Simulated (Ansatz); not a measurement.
Reactions of H6O2SiSn, SMILES `O[SiH2][O][SnH3]`.

Program: Ansatz. Geometries: PBE0-D4/def2-TZVP. ΔE: electronic, gas phase. CBS: MP2 limit from def2 TZ/QZ plus the TZ coupled-cluster correction, frozen cores. This one scheme is used for every species, atoms too. For atomizations the MP2-based limit and the directly extrapolated one differ by several kJ/mol either way, and by 10 to 25 for some Ge, Se and Sn compounds, so smaller differences from it don't rank the levels. Functionals use def2-TZVPP. Open shells (•) are unrestricted, without spin–orbit coupling. Spin–orbit coupling would lower the free atoms: a little for O, Si; strongly for Sn. def2 core potentials past Kr. Bonds to Sn, Zn are less sure, by a few kJ/mol each and by 10 to 20 or more in all where they break to atoms, as the def2 sets lack core-valence functions. Scalar relativity is left out up to krypton. One conformer a species, not always the lowest.

```tsv
reaction	CCSD(T)/CBS(def2) (kcal/mol)
`O[SiH2][O][SnH3]` + SiH₄ → `[SiH3][SiH2][O][SnH3]` + H₂O	28.1
`O[SiH2][O][SnH3]` + H₂S → `[SH][SnH3]` + `O[SiH2]O`	?
`O[SiH2][O][SnH3]` + difluoromethane → `O[SiH2]C(F)F` + `[OH][SnH3]`	39.2
`O[SiH2][O][SnH3]` + `[SiH3]P` → `O[SiH2]P[SiH3]` + `[OH][SnH3]`	?
`O[SiH2][O][SnH3]` → 6 H• + 2 O• + Si• + Sn•	769.9
`O[SiH2][O][SnH3]` + `[NH2][ZnH]` → `O[SiH2][NH][ZnH]` + `[OH][SnH3]`	10.6
`O[SiH2][O][SnH3]` + `[SiH3]S` → `[SiH3][S][SnH3]` + `O[SiH2]O`	-7.8
`O[SiH2][O][SnH3]` → `[O][SiH2]O`• + `[SnH3]`•	104.8
`O[SiH2][O][SnH3]` + HCl → `Cl[SiH2][O][SnH3]` + H₂O	-1.6
`O[SiH2][O][SnH3]` + H₂ → `[SiH3][O][SnH3]` + H₂O	?
```

**Question.** Fill in the missing values. (Best estimate.)

**Answer.** The calculation gave: `O[SiH2][O][SnH3]` + H₂S → `[SH][SnH3]` + `O[SiH2]O`: -5.1 kcal/mol; `O[SiH2][O][SnH3]` + `[SiH3]P` → `O[SiH2]P[SiH3]` + `[OH][SnH3]`: +25.0 kcal/mol; `O[SiH2][O][SnH3]` + H₂ → `[SiH3][O][SnH3]` + H₂O: +22.5 kcal/mol.

Largest T1 diagnostic: 0.019, for `[O][SiH2]O`•.
